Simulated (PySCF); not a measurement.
## Tl²⁺ (thallium, charge +2) across methods

[Xe] 4f14 5d10 6s1, 2S determinant. Calculation: PySCF 2.14, in x2c-TZVPPall with one added diffuse shell each of s, p, d, f type (12s8p7d4f, 99 functions); the spin-free X2C one-electron Hamiltonian (Gaussian nucleus).

```tsv
method	E (hartree)	mean ε 5d α (eV)	mean ε 5d β (eV)	mean ε 6s α (eV)	Σ⟨r²⟩ (bohr²)	⟨S²⟩
UHF	-20242.65599	-40.688	-40.296	-28.475	44.13	0.751
PBE0	-20248.28	-35.471	-35.105	-26.693	44.10	0.751
LDA	-20236.27	-33.600	-33.281	-26.208	44.24	0.750
r2SCANh	-20248.44	-34.645	-34.216	-26.487	43.99	0.752
PBE	-20248.54	-33.348	-32.993	-25.815	44.24	0.751
HSE06	-20248.02	-35.026	-34.671	-26.310	44.14	0.751
wB97X	-20249.60	-37.859	-37.627	-28.721	44.07	0.750
r2SCAN	-20248.54	-33.855	-33.414	-26.137	44.01	0.752
```

Spin-orbit coupling, which splits the p, d and f shells strongly at this Z, is absent.
